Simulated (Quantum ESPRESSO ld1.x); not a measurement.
Values are calculated unless marked as measured or tabulated.
Task: Isoelectronic series with 16 electrons, all held in the configuration [Ne] 3s2 3p4, which need not be the ground one along the series. Code: ld1.x of Quantum ESPRESSO 7.5. Model: Dirac Kohn-Sham, relativistic LDA (MacDonald-Vosko exchange, VWN5 correlation), spin-unpolarised, spherical densities, point nucleus; open shells are shared between the two j in proportion to 2j + 1. Total energies (hartree) and mean radii <r> (bohr):

ion,E (hartree),3p3/2,3p1/2,3s1/2,2p3/2
S,-397.636,2.076,2.065,1.694,0.4444
Cl+,-459.364,1.708,1.700,1.491,0.4084
Ar2+,-525.869,1.469,1.462,1.331,0.3778
K3+,-597.147,1.295,1.289,1.203,0.3514
Ca4+,-673.201,1.162,1.156,1.098,0.3284
Sc5+,-754.036,1.055,1.049,1.011,0.3082
Ti6+,-839.661,0.9675,0.9620,0.9363,0.2904
V7+,-930.084,0.8940,0.8886,0.8726,0.2744
Mn9+,-1125.375,0.7773,0.7718,0.7683,0.2473
Fe10+,-1230.269,0.7300,0.7245,0.7251,0.2356
Co11+,-1340.015,0.6882,0.6827,0.6865,0.2250
Ni12+,-1454.628,0.6511,0.6455,0.6519,0.2153
Cu13+,-1574.124,0.6179,0.6122,0.6205,0.2064
Zn14+,-1698.523,0.5880,0.5822,0.5921,0.1981
Ga15+,-1827.841,0.5608,0.5550,0.5661,0.1906
Ge16+,-1962.099,0.5361,0.5302,0.5422,0.1835
As17+,-2101.316,0.5135,0.5075,0.5203,0.1770

Estimate the row of Cr8+.

Result: E (hartree) -1025.318; 3p3/2 0.8314; 3p1/2 0.8259; 3s1/2 0.8171; 2p3/2 0.2602.
